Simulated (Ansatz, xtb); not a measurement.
# Relative energy of two isomers of CH3BClISi

Structure X: `ClB/C=[SiH]/I`, a singlet. Structure Y: `ClB/C=[SiH]\I`, a singlet. Both are isolated molecules in the gas phase, relaxed with B3LYP-D3(BJ)/def2-SVP; the shapes shown needn't be the lowest conformers.

X (Å):

```xyz
8

C     2.2689   -0.7690    1.2019
B     2.6778   -1.9760    0.3878
Cl    2.3263   -3.6277    0.9350
I     2.2113    2.9122    1.5074
Si    2.6921    0.7510    0.5120
H     3.2582   -1.8779   -0.6657
H     1.7430   -0.8372    2.1581
H     3.4018    0.9047   -0.7760
```

Y (Å):

```xyz
8

C    -0.1488    1.1110    0.8122
B    -1.1182    2.2084    1.2020
Cl   -1.6853    3.4481    0.0579
I     0.4019    1.9603   -2.7783
Si    0.6207    0.7615   -0.6904
H    -1.5594    2.2983    2.3191
H     0.1445    0.3887    1.5881
H     1.5505   -0.3802   -0.8595
```

Energies in hartree; the thermal terms are from B3LYP-D3(BJ)/def2-SVP harmonic frequencies (ideal gas, rigid rotor, one conformer each, 298.15 K, 1 atm) and include the zero-point energy:

```
                               X            Y
E, CCSD(T)/def2-SVP  −1109.765768  −1109.760501
    E, MP2/def2-SVP  −1109.699239  −1109.693645
  E, MP2/def2-TZVPP  −1110.539841  −1110.534909
  zero-point energy      0.039356      0.039209
       H(298 K) − E      0.047351      0.047060
       G(298 K) − E      0.005137      0.005141
```

Q: Correct the CCSD(T) difference for the basis set by the MP2 change, then work out ΔE, ΔE₀, ΔH and ΔG for X → Y in kcal/mol (1 Eh = 627.51 kcal/mol) and the equilibrium ratio [Y]/[X].

A: 1. Differences Y − X: CCSD(T) +0.005267, MP2 in the small set +0.005594, MP2 in the large set +0.004932 Eh.
2. ΔE = +0.005267 + (+0.004932 − (+0.005594)) = +0.004605 Eh = +2.89 kcal/mol.
3. ΔE₀ = ΔE + ΔZPE = +0.004605 + (−0.000147) Eh = +2.80 kcal/mol.
4. ΔH = ΔE + (−0.000291) Eh = +2.71 kcal/mol.
5. ΔG = ΔE + (+0.000004) Eh = +2.89 kcal/mol, so ΔS = (ΔH − ΔG)/T = −2.6 J/(mol K).
6. kT = 0.9442 mEh, so K = [Y]/[X] = exp(−ΔG/kT) = exp(−4.88) ≈ 0.0076.

Structure X is favoured at this temperature. An error of 1 kcal/mol in ΔG would change K by a factor of 5.4. GFN2-xTB found them nearly level. Mirror images and further conformers aren't counted.

As drawn, both hold the same kinds of bond in the same numbers.

Other levels gave ΔE = +0.2 (GFN2-xTB); +1.3 (HF/STO-3G, GFN2-xTB geometries); +1.6 (r2SCAN-D4/def2-SVP, GFN2-xTB geometries); +2.4 (B3LYP-D3(BJ)/def2-SVP); +3.6 (HF/def2-SVP); +3.5 (MP2/def2-SVP); +3.3 (CCSD(T)/def2-SVP) kcal/mol. The correlated steps freeze 16 core orbitals; the filled d shell of I is correlated, in a basis made for valence electrons. Atoms past krypton carry core potentials in the def2 sets, without spin–orbit terms. Programs: Ansatz 0.2.0, xtb 6.7.1.
